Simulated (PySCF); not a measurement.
Tm³⁺ (thulium, charge +3) across methods

[Xe] 4f12, one real determinant. Computed with PySCF 2.14 in cc-pVDZ-X2C (8s7p5d3f1g, 84 functions), with scalar relativity by spin-free X2C-1e.

```csv
method,E (hartree),mean ε 5p β (eV),mean ε 4f α (eV),mean ε 4f β (eV),Σ⟨r²⟩ (bohr²),⟨S²⟩
UHF,-13560.83330,-62.791,-49.447,-46.854,32.62,2.001
LDA,-13556.27,-56.101,-36.466,-34.807,32.76,2.001
PBE,-13565.47,-55.796,-36.154,-34.597,32.77,2.001
r2SCAN,-13565.65,-56.656,-36.361,-34.732,32.64,2.001
PBE0,-13565.29,-57.885,-39.743,-37.952,32.67,2.001
```

⟨L²⟩ = 24.02 against 30 for a pure H term, so this real determinant mixes terms. Spin-orbit coupling, absent here, splits the open shell strongly.
